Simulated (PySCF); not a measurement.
Si(H)(OH)(SeH)2 (H4OSe2Si), SMILES O[SiH]([SeH])[SeH]. Coordinates come from a r2SCAN-D4/def2-SVP optimisation. The structure was generated by enumeration, and PubChem lists no compound with its InChIKey, so it may never have been made. Other conformers were not sampled.

These are PySCF with r2SCAN-D4/def2-SVP values and carry that method's errors.

Harmonic wavenumbers (cm⁻¹): 98, 134, 168, 216, 234, 331, 366, 439, 625, 655, 759, 783, 874, 912, 2262, 2419, 2439, 3858. Rotational constants (GHz): 3.215, 0.9235, 0.7493; symmetry number 1.

Q: Work out the zero-point energy and the ideal-gas rigid-rotor harmonic-oscillator thermochemistry at 298.15 K and 1 atm.

A: ZPE = ½ Σ hcν = ½ × 17572 cm⁻¹ = 105.10 kJ/mol. H − E(el) = 127.18 kJ/mol. Entropy in J/(mol K): translation 175.20, rotation 122.84, vibration 72.74, total 370.77. G − E(el) = 16.64 kJ/mol. Cp = 109.51 J/(mol K). Modes under 150 cm⁻¹ make the vibrational entropy uncertain.
